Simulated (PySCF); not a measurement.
Computed IR spectrum (relative IR intensity) of a molecule C7H5N. Geometry: PBE0-D3(BJ)/def2-SVP. Other conformers were not sampled. Method: PBE0-D3(BJ)/def2-SVP in PySCF. No scaling factor is applied to the harmonic values.

ν (cm⁻¹): 147 (w), 166 (w), 583 (s), 716 (vs), 781 (w), 789 (s), 958 (w), 1059 (w), 1107 (w), 1190 (vw), 1243 (vw), 1395 (w), 1485 (m), 1534 (m), 1660 (vw), 1689 (vw), 2394 (vs), 3221 (w), 3228 (w), 3236 (w), 3239 (w) (against the strongest line: vs over 80 %, s over 45 %, m over 15 %, w over 4 %, vw less)

**Question.** Identify the compound among the candidates.
A. N#Cc1ccccc1
B. C#Cc1ccccn1
C. C#C/C=C(/C#N)C=C
D. C#C/C(C=C)=C\C#N

**Answer.** A, N#Cc1ccccc1
